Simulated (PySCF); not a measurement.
## Calculated data, BGeH6NSi

All values are calculated (PySCF 2.14.0). Calculation on a computer-drawn molecule: the log of a Hartree-Fock and frozen-core CCSD(T) single point meant for a local Hartree-Fock minimum, with one planted fault or none, to be diagnosed. Offsets are logged minus clean, where the clean run is the same molecule without the fault. The reference is restricted for singlets and unrestricted otherwise, and also for a bond in bohr or an excited solution. Adding or removing an electron swaps singlet and doublet. The excited solution moves the top pair (singlet) or top alpha electron (doublet) to the lowest empty orbital. Highest occupied and lowest empty are orbital energies over both spins, largest force is the largest gradient component, triples share is (T) over the correlation energy, the T1 limit is 0.02 restricted and 0.045 unrestricted, electrons count all cores, a negative frequency is imaginary (commonest isotopes), and the dipole is about the centre of nuclear charge; on germanium a core potential holds 10 electrons, which the energies leave out, and 3d is frozen in MP2 and coupled-cluster steps.

## BGeH6NSi

Logged structure:
```xyz
10
BGeH6NSi
Si    -1.3637     2.0703     1.3501
B     -1.4229     0.2744     0.3548
N     -0.2746    -0.4416     0.1278
Ge     1.1366    -1.2668    -0.1306
H     -1.8965     3.1745     0.5041
H      0.0187     2.4449     1.7564
H     -2.1982     2.0319     2.5834
H     -2.4862    -0.1535    -0.0334
H      1.6579    -2.2854     0.8635
H      1.9716    -1.0485    -1.3768
```

- meant charge: 0
- meant multiplicity: 1
- meant basis: cc-pV(D+d)Z
- meant basis and core potential on germanium: cc-pVDZ-PP ECP10MDF
- logged electrons: 65
- logged basis functions: 104
- logged SCF converged: yes
- logged spin squared: 0.7742
- logged highest occupied: -0.60254 eV
- logged lowest empty: 7.5832 eV
- logged largest force: 0.075938 hartree/bohr
- logged T1 diagnostic: 0.018878
- logged D1 diagnostic: 0.066731
- logged triples share: 0.033858
- logged CC converged: yes
- logged dipole magnitude: 1.8326 debye
- logged SCF stable within its kind: yes
- logged energy HF: -664.88307 hartree
- logged energy CCSD(T): -665.41336 hartree
- possible faults: no fault, one electron removed, one electron added, multiplicity raised by two, geometry at a saddle point, SCF held on an excited solution, minimal basis STO-3G, one bond length entered in bohr, all coordinates scaled
- planted fault: one electron added
- HF energy offset from clean run: 6.46 kcal/mol
- CCSD(T) energy offset from clean run: 3.066 kcal/mol

Drawn bonds:
```
atom  other atom  order
   1           2      1
   2           3      1
   3           4      2
   1           5      1
   1           6      1
   1           7      1
   2           8      1
   4           9      1
   4          10      1
```
